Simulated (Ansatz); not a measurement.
Cost and result for the atomization energy of CH4GaO, SMILES `[CH3][Ga][OH]` radical (7 atoms, 6 bonds).

```xyz
7

C    -0.388    0.960    0.014
Ga    0.272   -0.562   -1.120
O     0.840   -2.053   -0.275
H    -1.235    0.600    0.604
H    -0.695    1.809   -0.593
H     0.421    1.257    0.686
H     0.786   -2.011    0.684
```

Total charge 0; spin multiplicity 2. Correlated methods include outer-core shells of Ga, which these sets cover unevenly. Scalar relativity is left out up to krypton. Geometry: relaxed with PBE0-D4/def2-TZVP. It is one conformer, not always the lowest. Program: Ansatz. Hardware: A = 2 threads of a server CPU on a shared host; B = 2 threads of an AMD EPYC 7R13 on a shared host and a share of an NVIDIA H100 80 GB. Times are those of one run each, without the atoms' runs, and a repeat can differ threefold. Electronic energies, without spin–orbit coupling; frozen cores. CCSD(T)/CBS adds CCSD(T) − MP2 in def2-TZVPP to the MP2 limit, and its time is that of the two runs behind it. T1 = 0.015; ⟨S²⟩ of the reference is 0.76. With those shells the extrapolation isn't a true limit. B3LYP takes the VWN-RPA correlation (the form of Gaussian; ORCA's B3LYP/G). HSE06 is the plane-wave form, built on full-range PBE exchange.

CCSD(T)/CBS is a level of theory with its own doubt, some kJ/mol a heavy atom from the limit and from the frozen cores, so smaller differences don't rank the functionals.

```csv
level,functions,wall time,atomization (kJ/mol),difference from CCSD(T)/CBS,per bond
revPBE-D4/def2-TZVPP [A],166,5 s,2283.9,-29.0,-4.8
PBE0-D4/def2-TZVPP [A],166,6.5 s,2298.0,-14.9,-2.5
CAM-B3LYP-D4/def2-TZVPP [A],166,7.5 s,2310.5,-2.4,-0.4
B3LYP-D4/def2-TZVPP (with forces) [A],166,7.5 s,2295.0,-17.9,-3.0
CCSD(T)/def2-TZVPP [B],166,8.5 s,2264.9,-48.0,-8.0
PBE-D4/def2-TZVPP (with forces) [A],166,10 s,2344.4,31.5,5.2
HSE06-D4/def2-TZVPP [A],166,13 s,2300.0,-12.9,-2.1
r2SCAN-D4/def2-TZVPP (with forces) [A],166,17 s,2325.0,12.1,2.0
CCSD(T)/def2-SVP [A],80,19 s,2174.5,-138.4,-23.1
B97M-V/def2-TZVPP [A],166,21 s,2301.2,-11.7,-1.9
B2PLYP/def2-TZVPP [A],166,22 s,2284.6,-28.3,-4.7
CCSD(T)/def2-QZVPP [B],323,38 s,2298.3,-14.6,-2.4
CCSD(T)/CBS(def2),–,46 s,2312.9,0.0,0.0
```

From BLYP to BHLYP (50 % exact exchange), in def2-TZVPP and without D4, the atomization energy moves by −64.3 kJ/mol: exact exchange takes away binding that semilocal exchange gives to molecules. In def2-TZVPP, CCSD(T) changes the Hartree–Fock value by +603.0 kJ/mol (the triples alone add +34.1 kJ/mol) and MP2 by +646.4 kJ/mol; breaking electron pairs costs correlation energy, which Hartree–Fock lacks. The D4 term adds +15.4 kJ/mol with B3LYP and +7.9 kJ/mol with PBE0; it sums over pairs of atoms, weighted by their polarisabilities, and B3LYP, whose exchange is more repulsive, gets the larger term.
